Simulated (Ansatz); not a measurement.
The cluster TiAl9⁺. Total charge 1; triplet. Geometry PBE-D4/def2-SVP, that of the neutral doublet; atoms count from 1.

| atom | x (Å) | y (Å) | z (Å) |
| --- | --- | --- | --- |
| Ti1 | 2.284 | -0.777 | -0.437 |
| Al2 | 1.908 | -0.036 | 2.147 |
| Al3 | -0.037 | -1.577 | -1.881 |
| Al4 | -1.036 | 1.082 | -0.809 |
| Al5 | -2.439 | -1.233 | -0.938 |
| Al6 | 1.202 | 0.688 | -2.273 |
| Al7 | -0.535 | 1.352 | 2.033 |
| Al8 | 1.303 | 1.586 | 0.177 |
| Al9 | -0.076 | -0.999 | 0.653 |
| Al10 | -2.574 | -0.085 | 1.329 |

The charge 1 triplet is spin-contaminated (final ⟨S²⟩ up to 2.46, 2.00 for a pure state). The structure comes from a short search, and lower isomers may exist.

Q: Estimate the Mulliken populations from the PBE0/def2-TZVP orbitals of Ansatz.

A: 
```tsv
atom	charge (e)	spin (α − β)	d electrons
Ti1	0.17	2.02	2.70
Al2	0.12	0.22	–
Al3	0.07	-0.17	–
Al4	0.05	0.04	–
Al5	0.16	0.13	–
Al6	0.12	0.14	–
Al7	0.13	-0.22	–
Al8	0.05	0.08	–
Al9	-0.02	-0.16	–
Al10	0.14	-0.08	–
```
Mulliken values and Mayer orders depend strongly on the basis.

Q: Where does the spin sit?

A: Summed by element: Ti 2.02, Al -0.02, of 2 unpaired in all. Largest on single atoms: Ti1 2.02, Al7 -0.22, Al2 0.22.

Q: And the Mayer bond orders between bonded heavy atoms (over 0.3)?

A: Ti1–Al2 0.66 (2.71 Å); Ti1–Al3 0.62 (2.85 Å); Ti1–Al6 0.82 (2.59 Å); Ti1–Al8 0.61 (2.63 Å); Ti1–Al9 0.64 (2.61 Å); Al2–Al7 0.49 (2.81 Å); Al2–Al8 0.54 (2.62 Å); Al2–Al9 0.46 (2.66 Å); Al3–Al5 0.66 (2.60 Å); Al3–Al6 0.53 (2.61 Å); Al3–Al9 0.43 (2.60 Å); Al4–Al5 0.42 (2.71 Å); Al4–Al6 0.49 (2.70 Å); Al4–Al8 0.52 (2.59 Å); Al4–Al9 0.33 (2.72 Å); Al4–Al10 0.33 (2.88 Å); Al5–Al9 0.34 (2.86 Å); Al5–Al10 0.73 (2.54 Å); Al6–Al8 0.48 (2.61 Å); Al7–Al8 0.51 (2.62 Å); Al7–Al9 0.35 (2.76 Å); Al7–Al10 0.66 (2.59 Å); Al9–Al10 0.39 (2.74 Å).
